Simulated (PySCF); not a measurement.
**Electronic structure of Ho(47+) (holmium, charge +47) at the r2SCAN level**

Configuration: [Ar] 3d2, high-spin 3F determinant. Computed with PySCF 2.14 in an uncontracted even-tempered set (18 s from 10 bohr⁻², ratio 2.5; 12 p from 14 bohr⁻², ratio 2.5; 7 d from 14 bohr⁻², ratio 2.5; 4 f from 47 bohr⁻², ratio 2.7; 3 g from 71 bohr⁻², ratio 2.7), with scalar relativity by spin-free X2C-1e.

```
Total energy                : -10655.99 hartree
One-electron energy         : -12002.86 hartree
Hartree (Coulomb) energy    : 1517.78 hartree
Exchange-correlation energy : -170.91 hartree
⟨S²⟩                        : 2.0001
⟨L²⟩                        : 12.000
Sum of ⟨r⟩                  : 2.750 bohr
Sum of ⟨r²⟩                 : 0.5614 bohr²
Time after the integrals    : roughly 8 core-seconds
```

| shell | electrons | mean orbital energy (hartree) | spread (hartree) | rms radius, mean of both spins (bohr) |
| --- | --- | --- | --- | --- |
| 1s α | 1 | -2144.87324 | 0 | 0.0236 |
| 1s β | 1 | -2144.87211 | 0 | 0.0236 |
| 2s α | 1 | -447.10056 | 0 | 0.0945 |
| 2s β | 1 | -446.61204 | 0 | 0.0945 |
| 2p α | 3 | -409.34878 | 0.00041 | 0.0849 |
| 2p β | 3 | -408.97664 | 0 | 0.0849 |
| 3s α | 1 | -168.46334 | 0 | 0.230 |
| 3s β | 1 | -168.05402 | 0 | 0.230 |
| 3p α | 3 | -156.85913 | 0.00008 | 0.228 |
| 3p β | 3 | -156.39767 | 0 | 0.228 |
| 3d α | 2 | -144.52087 | 0.00047 | 0.202 |

Spin-orbit coupling is strong in this species (close to jj coupling), so the high-spin LS determinant is a model state, not a physical level.

Densities and radii are taken from the X2C orbitals without a picture-change correction, which distorts them close to the nucleus.
